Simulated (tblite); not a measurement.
Species: C₇H₉NOSi.
Z-matrix (Å and degrees, GFN2-xTB geometry), rows numbered from 1:
```
N 
C   1  1.1487
C   2  1.4051  1  174.52
C   3  1.3427  2  125.35  1  -171.07
C   4  1.4530  3  125.06  2    -1.38
C   5  1.3462  4  119.56  3   176.24
C   6  1.4951  5  127.41  4   177.85
Si  7  1.9018  6  110.56  5   -14.58
C   8  1.9070  7   98.21  6    35.85
O   5  1.3581  4  112.43  3    -5.35
H   3  1.0829  2  114.15  1     8.19
H   4  1.0805  3  119.18  2   178.95
H   6  1.0813  5  116.71  4    -1.97
H   7  1.0957  6  108.87  5   106.91
H   7  1.0919  6  108.52  5  -138.68
H   8  1.4635  7  111.34  6   -79.57
H   8  1.4625  7  112.50  6   152.30
H   9  1.0899  8  113.84  7  -170.75
H   9  1.0979  8  111.15  7    67.94
```

Level: GFN2-xTB in tblite, geometry and Hessian alike; calculated harmonic values, unscaled, isolated species. Against measured fundamentals such values can be off by several per cent, at times by over 20. Modes of hydrogen on silicon can be 10 to 20 % off. One conformer, not necessarily the lowest.

Harmonic wavenumbers (cm⁻¹): 36.0, 66.1, 95.7, 148.3, 170.3, 224.4, 280.5, 308.5, 373.7, 412.3, 460.2, 470.1, 548.2, 604.9, 614.3, 634.3, 695.2, 714.7, 735.3, 753.8, 764.1, 782.9, 788.3, 796.6, 875.0, 902.2, 980.1, 1056.7, 1090.0, 1106.3, 1157.2, 1190.8, 1209.5, 1257.4, 1272.6, 1338.7, 1355.8, 1451.1, 1460.7, 1609.0, 1655.5, 2271.4, 2276.8, 2350.8, 2879.4, 2912.5, 2970.5, 2993.3, 3048.2, 3060.5, 3081.2.

A = 2372, B = 763.6, C = 595.7 MHz; mass 151.045 u (most abundant isotopes); point group C1, symmetry number 1.

**Question.** What is the zero-point energy?

**Answer.** Half the sum of the wavenumbers: 30146 cm⁻¹ = 360.63 kJ/mol.

**Question.** What is S at 298.15 K and 1 bar for an ideal gas of classical rigid rotors and harmonic oscillators?

**Answer.** Translation 171.43, rotation 125.85, vibration 131.38: S = 428.7 J/(mol K).

**Question.** And Cp and H(298.15 K) − H(0)?

**Answer.** Cp = 176.71 J/(mol K), of which vibrations give 143.45 (their classical limit is 51 R = 424.0); H(298.15 K) − H(0) = 30.70 kJ/mol without the zero-point energy, 20.78 from vibrations.

**Question.** What must be added to the electronic energy to get the Gibbs energy at 298.15 K and 1 bar?

**Answer.** ZPE + [H(298.15 K) − H(0)] − T·S = 360.63 + 30.70 − 127.80 = 263.53 kJ/mol.

**Question.** Blend soft modes into free rotors: weight 1/[1 + (100 cm⁻¹/ν̃)⁴] for the oscillator and the rest for a rotor with moment μB/(μ + B), μ = h/(8π²ν), B = 10⁻⁴⁴ kg m². What vibrational entropy results?

**Answer.** 119.72 J/(mol K) in place of 131.38, which changes −T·S at 298.15 K by +3.48 kJ/mol.

Hindered rotation and anharmonicity are outside this model. Other conformers, if any are populated, would add a mixing term that is left out. The structure is chiral; the term R ln 2 for an equal mix with its mirror image is left out.

Hardware: one thread, Arm Neoverse V1 (aarch64) (shared host). Cost: 0.89 s. The figure is for the frequency step alone.
